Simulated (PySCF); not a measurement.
PySCF job for C₃H₆BFO₂, SMILES OB(O)C1(F)CC1, PBE/pcSseg-1. Coordinates come from a B3LYP-D3(BJ)/def2-SVP optimisation. The structure was generated by enumeration, and PubChem lists no compound with its InChIKey, so it may never have been made. One conformer was computed; it need not be the lowest.

```python
import numpy as np
from pyscf import gto, scf, dft
from pyscf.prop.nmr import rks as nmr

mol = gto.M(
    atom='''
    O     1.41987047   -1.41549708    0.00000000
    B     0.12254715   -1.00884717    0.00000000
    O    -0.89324299   -1.91461243   -0.00000000
    C    -0.19504652    0.52640735    0.00000000
    F    -1.56952684    0.76821852   -0.00000000
    C     0.63041854    1.53693463    0.75201198
    C     0.63041855    1.53693464   -0.75201197
    H     1.50033581   -2.37857582    0.00000000
    H    -1.74978341   -1.46341828   -0.00000001
    H     0.06488789    2.32831240    1.25127273
    H     1.51245721    1.17742746    1.28845452
    H     0.06488789    2.32831240   -1.25127272
    H     1.51245722    1.17742747   -1.28845452
    ''',
    basis='pcSseg-1',
    charge=0,
    spin=0,
    max_memory=1600,
    verbose=3,
)
mf = dft.RKS(mol, xc='pbe')
mf.grids.level = 3
mf.conv_tol = 1e-10
mf.max_cycle = 100
mf.kernel()
n = nmr.NMR(mf)
n.verbose = 2
n.max_cycle_cphf = 60
sigma = n.kernel()
print('atom   isotropic/ppm   span/ppm')
for i, s in enumerate(sigma):
    w = np.linalg.eigvalsh((s + s.T) / 2)
    print(f'{mol.atom_symbol(i):2s}{i + 1:3d} {w.mean():14.3f} {w[2] - w[0]:11.3f}')
```

It prints:

```
converged SCF energy = -392.678881624612
atom   isotropic/ppm   span/ppm
O   1        223.917     152.334
B   2         64.806      46.003
O   3        194.898     238.034
C   4        105.973     165.024
F   5        391.644     128.510
C   6        164.805      65.684
C   7        164.805      65.684
H   8         27.555      15.906
H   9         25.920      12.974
H  10         30.167      12.382
H  11         30.281      13.770
H  12         30.167      12.382
H  13         30.281      13.770
```

The run converged.

Cost: around 40 core-seconds (rough).
